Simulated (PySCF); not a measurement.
# Excitation energy of Pb by level of theory

Pb [Xe] 4f14 5d10 6s2 6p2 (3P) → Pb [Xe] 4f14 5d10 6s2 6p1 7s1 (3P), as a difference of total energies. Calculation: PySCF 2.14, in aug-cc-pwCVTZ-DK3 with one added diffuse shell each of s, d, f type (12s10p9d6f1g, 138 functions); scalar relativity by spin-free X2C-1e. The calculations carry no spin-orbit coupling.

```tsv
method	excitation energy (eV)
UHF	3.692
r2SCANh	3.986
BLYP	3.692
```

Spin-orbit coupling is strong in these open shells (close to jj coupling). The scalar numbers leave it out and a first-order estimate fails, so it can dominate the gap to the real levels.

The promoted electron is Rydberg-like, and one or two diffuse shells describe it only roughly, which tends to raise the upper state.
